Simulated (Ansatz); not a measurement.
Ansatz (a quantum-chemistry and plane-wave program) input (CCSD(T)/aug-cc-pV(D+d)Z):
A basis named .json is the Basis Set Exchange file of that set.

Ansatz 0.2 input:
```yaml
crystal:
  periodic: [false, false, false]
  atoms:
    - {symbol: B, position_ang: [0.06851465, -0.41578008, -0.07649242]}
    - {symbol: Cl, position_ang: [-0.21456751, 1.30209956, 0.23955152]}
    - {symbol: O, position_ang: [1.36495875, -0.81329309, -0.18437089]}
    - {symbol: O, position_ang: [-1.03192754, -1.20770161, -0.18743813]}
    - {symbol: H, position_ang: [1.50716200, -1.74913713, -0.35620216]}
    - {symbol: H, position_ang: [-0.86633733, -2.13969732, -0.35923947]}
basis:
  gaussian:
    orbitals: aug-cc-pV_D+d_Z.json
magnetization: {spin_polarized: false}
correlation: {method: ccsd_t, electrons: outside_noble_gas}
output: {forces: true}
```

Output:

```
Functional definition: HF
integrals: 0.21 GiB planned
1134 factors; integrals over basis functions are off by at most 7.3e-4 eV
mean field: 0.43 GiB planned
mean field evaluation 1: about -17282.7958 eV, gradient 4.4e1 eV
mean field evaluation 2: about -17282.8074 eV, gradient 4.4e1 eV
mean field evaluation 4: about -17286.4274 eV, gradient 2.7e0 eV
mean field evaluation 8: about -17286.4555 eV, gradient 1.4e-1 eV
mean field evaluation 16: about -17286.4346 eV, gradient 5.1e-1 eV
mean field -17286.45564192 eV, -635.2655276602 hartree, gradient 5.0e-6 eV, S^2 0.000000; 0 other end points of the search recorded, 0 dependent functions left out
8 core orbitals not correlated
reference -17286.45564192 eV, -635.2655276602 hartree; 12, 12 occupied and 99, 99 virtual orbitals, 1134 factors
densities: 1.08 GiB planned
second order -17.16204569 eV of doubles, -0.00000000 eV of singles
coupled cluster: 0.64 GiB planned
cycle   1  -17.34418009 eV  change   -1.8e-1 eV  update   9.2e-2
cycle   2  -17.70414092 eV  change   -3.6e-1 eV  update   2.5e-2
cycle   3  -17.79565699 eV  change   -9.2e-2 eV  update   1.3e-2
cycle   4  -17.78841719 eV  change    7.2e-3 eV  update   2.7e-3
cycle   5  -17.78710391 eV  change    1.3e-3 eV  update   1.0e-3
cycle   6  -17.78745011 eV  change   -3.5e-4 eV  update   2.9e-4
cycle   7  -17.78734391 eV  change    1.1e-4 eV  update   9.4e-5
cycle   8  -17.78730343 eV  change    4.0e-5 eV  update   3.0e-5
cycle   9  -17.78731063 eV  change   -7.2e-6 eV  update   1.0e-5
perturbative correction -0.53863467 eV, -0.0197944592 hartree
the calculation of the forces begins
Total energy: -17304.78158722 eV, -635.9389937282 hartree
Atom 0 at     0.068515    -0.415780    -0.076492 Å, force    -0.053863     0.326867     0.060135 eV/Å
Atom 1 at    -0.214568     1.302100     0.239552 Å, force    -0.026485     0.160723     0.029569 eV/Å
Atom 2 at     1.364959    -0.813293    -0.184371 Å, force     0.829687     0.049207    -0.014596 eV/Å
Atom 3 at    -1.031928    -1.207702    -0.187438 Å, force    -0.801669    -0.219233    -0.016684 eV/Å
Atom 4 at     1.507162    -1.749137    -0.356202 Å, force    -0.067745    -0.174235    -0.029332 eV/Å
Atom 5 at    -0.866337    -2.139697    -0.359239 Å, force     0.120075    -0.143329    -0.029092 eV/Å
Dipole moment:     0.128460    -0.779557    -0.143418 e Å
```
